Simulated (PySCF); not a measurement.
# Working out the ionisation energy of Zn

Zn [Ar] 3d10 4s2 (1S) → Zn⁺ [Ar] 3d10 4s1 (2S). All numbers are calculated (PySCF 2.14, the non-relativistic Hamiltonian (point nucleus), in def2-TZVPPD). Frozen: [Ne]. Energies in hartree (1 hartree = 27.21139 eV):

| part | Zn (lower) | Zn⁺ (upper) |
| --- | --- | --- |
| UHF | -1777.807076 | -1777.526451 |
| MP2 opposite-spin | -0.544632 | -0.509535 |
| MP2 same-spin | -0.274245 | -0.263823 |

Q: What does Hartree-Fock give?

A: (-1777.526451) − (-1777.807076) = 0.280625 hartree = 7.636 eV.

Q: What do MP2 and SCS-MP2 (6/5 opposite-spin, 1/3 same-spin) give?

A: The opposite-spin parts differ by 0.955 eV and the same-spin parts by 0.284 eV. MP2: 7.636 + (0.955) + (0.284) = 8.875 eV. SCS-MP2: 7.636 + 1.2 × (0.955) + (0.284)/3 = 8.877 eV.

Measured between the centres of the two terms (NIST): 9.394 eV, so MP2 (valence and next inner shell) is off by -0.519 eV.

The calculation is non-relativistic.

What remains against the reference includes basis incompleteness, the frozen core and correlation beyond second order.
